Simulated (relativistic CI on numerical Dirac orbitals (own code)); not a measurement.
**d1 to d9 in one octahedral field**

Computed with a parametric ligand-field model without spin-orbit coupling, by exact diagonalisation: B = 600, C = 2310, 10Dq = 35600 cm⁻¹ (Oh; |10Dq|/B = 59.3) for every shell. Energies in cm⁻¹; the field energy is (0.6 n_e − 0.4 n_t2) × 10Dq of the ground term; g labels are left out.

```tsv
Shell	Ground term	Electrons in e	Field energy	First spin-allowed bands	Lowest term of other spin
d1	2T2	0.000	-14240	2E 35600	
d2	3T1	0.008	-28212	3T2 34114, 3T1 41627	1T2 8411
d3	4A2	0.000	-42720	4T2 35600, 4T1 42377	2E 11724
d4	?	?	?	?	?
d5	2T2	0.022	-70413	2A2 32351, 2T1 32571	4T1 24191
d6	1A1	0.016	-84857	1T1 33845, 1T2 42553	3T1 28966
d7	2E	1.011	-63700	2T1 33713, 2T2 34286	4T1 24116
d8	3A2	2.000	-42720	3T2 35600, 3T1 42377	1E 9360
d9	2E	3.000	-21360	2T2 35600
```

Problem. Fill in the row of d4.

Solution. Ground term: 3T1; Electrons in e: 0.011; Field energy: -56556; First spin-allowed bands: 3E 33275, 3T1 33830; Lowest term of other spin: 1T2 7243. Low spin: d4, d5, d6, d7; the other shells keep the spin of the free ion. Only d4 to d7 can choose; the field needed to pair spins is smallest for d6 and largest for d5, which loses most exchange energy. In the strong-field picture 10Dq must exceed about 6B + 5C = 15150 (d4), 7.5B + 5C = 16050 (d5), 2.5B + 4C = 10740 (d6) and 4B + 4C = 11640 (d7); mixing of terms shifts these bounds somewhat.
